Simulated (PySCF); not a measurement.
In(Cl)2(vinyl) (C2H3Cl2In), SMILES C=[CH][In]([Cl])[Cl].

Geometry: B3LYP-D3(BJ)/def2-SVP. The structure was generated by enumeration; whether it is a known compound was not checked. The def2 effective core potentials stand for the cores of In; spin–orbit coupling is left out. The values are those of a single conformer.

Computed with PBE/def2-TZVP (PySCF).

Symmetry labels are those of the subgroup Cs that the program uses (full group Cs).

Computed valence orbital energies around the gap with their symmetry:
```
orbital  symmetry  energy (eV)
-------  --------  -----------
HOMO−7         A'       -10.18
HOMO−6         A'        -8.58
HOMO−5         A'        -8.05
HOMO−4         A"        -7.95
HOMO−3         A"        -7.60
HOMO−2         A"        -7.47
HOMO−1         A'        -7.35
HOMO           A'        -7.27
LUMO           A"        -2.81
LUMO+1         A'        -2.77
LUMO+2         A"        -1.15
LUMO+3         A'        -0.24
```
